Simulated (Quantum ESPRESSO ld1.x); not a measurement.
Q: These are the eigenvalues of the occupied orbitals of an atom or ion with whole-number occupations (hartree). All-electron calculation, scalar-relativistic Kohn-Sham, PW91, spin-unpolarised, spherical densities, point nucleus. Program: ld1.x of Quantum ESPRESSO 7.5.

1s: -294.0060
2s: -47.4991
2p: -42.8537
3s: -15.7528
3p: -14.3369

Which element is it, and in what charge state? The configuration may be excited.

A: Z = 27, cobalt, charge +13: Co13+ in [Ne] 3s2 3p2. The list shows which subshells hold electrons but not how many an open one holds; the 1s level, -294.01 hartree, gives Z - s = 24.2 by -(Z - s)^2/2, which with screening and relativity narrows Z to a few neighbours, and the depths of the outer levels then fix element, charge and occupations together.
